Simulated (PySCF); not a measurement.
Input file for PySCF: R-B3LYP/6-31G* on N2 (SMILES N#N) with ghost functions, monomers drawn apart or pushed together.

```python
from pyscf import gto, scf, dft, mp
from pyscf.data.elements import chemcore

mol = gto.M(
    atom='''
    N     0.07886144   -0.42371889    3.15795105
    N    -0.18549859    0.63393900    3.12238718
    ghost-C    0.02467954   -0.04913245   -0.08080792
    ghost-H    0.96421579    0.39517783    0.24492148
    ghost-H   -0.07877942   -1.04060640    0.35789737
    ghost-H   -0.80434320    0.57914786    0.24195607
    ghost-H    0.01840399   -0.12948199   -1.16684915
    ''',
    basis='6-31g*',
    cart=True,
    charge=0, spin=0, verbose=3, max_memory=1800)
mf = dft.RKS(mol, xc='b3lyp')
mf.conv_tol = 1e-8
mf.max_cycle = 100
mf.kernel()
if not mf.converged:
    mf = mf.newton().run(mf.mo_coeff, mf.mo_occ)
```

The log:

```
converged SCF energy = -109.524299872469
```

The calculation finished and met its thresholds.

Cost: very roughly 0.8 core-seconds.
